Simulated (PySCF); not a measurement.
A GIAO shielding run with PySCF (density fitting, non-relativistic, gas phase) on SMILES [Si@H](C)(O)NCCN, C$_{3}$H$_{12}$N$_{2}$OSi:

```
$ OMP_NUM_THREADS=1 python probes_run.py task.json out

{"job": {"kind": "nmr", "xc": "PBE0", "basis": "pcSseg-1"}, "charge": 0, "multiplicity": 1}
C     -1.978288     1.395510    -0.129484
Si    -1.723349    -0.455707     0.210851
O     -2.954529    -1.158939    -0.595275
N     -0.266713    -1.195516    -0.352392
C      1.034630    -0.907655     0.193821
C      1.673218     0.362886    -0.379796
N      2.937403     0.627786     0.285821
H     -3.008264     1.686116     0.048981
H     -1.348931     2.004044     0.513356
H     -1.742841     1.650962    -1.159465
H     -1.764467    -0.759567     1.644065
H     -3.012118    -2.109654    -0.629876
H     -0.211575    -1.381850    -1.344371
H      1.701133    -1.758673     0.005380
H      0.933659    -0.788595     1.272539
H      1.767876     0.250976    -1.475710
H      1.008033     1.207958    -0.186527
H      3.359704     1.475253    -0.077291
H      3.585615    -0.136082     0.123047
```

Hardware: 1 thread of an Arm Neoverse V1, shared host. The job also computes population analyses, field gradients.

Problem. How large is the calculation?

Solution. 66 electrons, 186 basis functions and 979 auxiliary functions.

Problem. How long does it take, and how much memory does it need?

Solution. 36 s of wall time, with 13 SCF cycles and 4 response iterations; peak memory 0.83 GiB. Times on a shared host scatter by some tens of per cent.
